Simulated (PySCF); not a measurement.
# Bi⁺: ionisation energy

Bi⁺ [Xe] 4f14 5d10 6s2 6p2 (3P) → Bi²⁺ [Xe] 4f14 5d10 6s2 6p1 (2P), as a difference of total energies. Computed with PySCF 2.14 in aug-cc-pVTZ-DK3 (9s8p6d3f, 84 functions), with scalar relativity by spin-free X2C-1e. Correlated levels: valence: [Xe] 4f14 5d10 frozen. The calculations carry no spin-orbit coupling.

```json
{"method": "UHF", "ionisation energy (eV)": "15.330", "difference from reference (eV)": "-1.373"}
{"method": "MP2 (valence)", "ionisation energy (eV)": "15.601", "difference from reference (eV)": "-1.102"}
{"method": "SCS-MP2 (valence)", "ionisation energy (eV)": "15.543", "difference from reference (eV)": "-1.160"}
{"method": "CCSD (valence)", "ionisation energy (eV)": "15.637", "difference from reference (eV)": "-1.066"}
{"method": "CCSD(T) (valence)", "ionisation energy (eV)": "15.652", "difference from reference (eV)": "-1.051"}
```

Reference: 16.703 eV (measured; NIST Atomic Spectra Database, ionization energies).

Spin-orbit coupling is strong in these open shells (close to jj coupling). The scalar numbers leave it out and a first-order estimate fails, so it can dominate the gap to the real levels.

Errors of the correlated levels include the incompleteness of this basis and the frozen core.
